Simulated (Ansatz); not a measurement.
Ba5Se5⁺, relaxed as a doublet with UKS PBE-D4/def2-SVP in Ansatz, starting from the GFN1-xTB geometry. Force threshold 0.03 eV/Å.

In the def2 sets Ba takes a core potential; there is no spin–orbit coupling. The structure comes from a short search, and lower isomers may exist.

Start:

Cartesian coordinates in Å:
```
Ba 1.306 -3.181 0.219
Ba 1.256 0.760 -0.441
Ba -0.245 -0.185 3.052
Ba -1.582 -1.116 -2.388
Ba -1.889 3.678 -0.157
Se -1.113 1.761 -2.152
Se 2.340 -0.923 1.829
Se 1.327 -1.622 -2.294
Se -1.262 -1.602 0.581
Se -0.140 2.430 1.750
```

Task: Estimate the energy that the relaxation releases and the steps that it takes.

Result: 74.5 kJ/mol, in 7 steps; 1.9 min on 6 threads of Intel Xeon on a shared host. The force fell under the threshold at step 6, but the optimiser went on. No frequencies were taken in this run, so the end may be a saddle point.

Task: Does the start keep its bonding and symmetry?

Result: By distances, no bond broke or formed. The bond that changes most is Ba2–Se9, from 3.60 to 3.88 Å (atoms count from 1). Point group Cs at the start, Cs at the end, both within 0.05 Å.

Task: Predict the relaxed structure.

Result: 
| atom | x (Å) | y (Å) | z (Å) |
| --- | --- | --- | --- |
| Ba1 | 1.388 | -3.416 | 0.239 |
| Ba2 | 1.504 | 0.970 | -0.536 |
| Ba3 | -0.288 | -0.087 | 3.189 |
| Ba4 | -1.692 | -1.057 | -2.506 |
| Ba5 | -2.142 | 3.509 | -0.070 |
| Se6 | -1.058 | 1.891 | -2.282 |
| Se7 | 2.280 | -1.045 | 1.889 |
| Se8 | 1.252 | -1.755 | -2.283 |
| Se9 | -1.190 | -1.594 | 0.565 |
| Se10 | -0.054 | 2.584 | 1.795 |
Bond lengths (bridged metal pairs left out): 16 × Ba–Se 2.95 to 3.88 Å.
